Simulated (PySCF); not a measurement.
An element was calculated at UHF (PySCF 2.14, non-relativistic, a double-zeta basis, no spin-orbit coupling), in the ground configurations that NIST lists.

```
electron affinity          : -0.026 eV
first ionisation energy    : 5.556 eV
second ionisation energy   : 18.440 eV
third ionisation energy    : 29.187 eV
polarisability of the atom : 56.8 bohr³
```

Task: Which element is it?

Result: Gallium (Ga, Z = 31), in dyall-av2z. NIST lists 5.999, 20.515, 30.726 eV for these ionisation energies.
